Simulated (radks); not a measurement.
The numbers below are computed, except where a source is named.
Problem. These are the eigenvalues of the occupied orbitals of an atom or ion with whole-number occupations (eV). Level of theory: non-relativistic Kohn-Sham, PBE, spin-polarised, spherical densities, point nucleus (a radial shooting solver on a logarithmic mesh with Libxc functionals).

| orbital | eigenvalue |
|---|---|
| 1s up | -10837.53 |
| 1s down | -10837.45 |
| 2s up | -1370.908 |
| 2s down | -1370.875 |
| 2p up | -1224.239 |
| 2p down | -1224.197 |
| 3s up | -196.7910 |
| 3s down | -196.6653 |
| 3p up | -148.2107 |
| 3p down | -148.0585 |
| 3d up | -63.8529 |
| 3d down | -63.5792 |
| 4s up | -40.5293 |

Which element is it, and in what charge state? The configuration may be excited. Open shells, if any, are filled with parallel spins first.

Solution. Z = 32, germanium, charge +3: Ge3+ in [Ar] 3d10 4s1. The list shows which subshells hold electrons but not how many an open one holds; the 1s level, -398.27 hartree, gives Z - s = 28.2 by -(Z - s)^2/2, which with screening narrows Z to a few neighbours, and the depths of the outer levels then fix element, charge and occupations together.
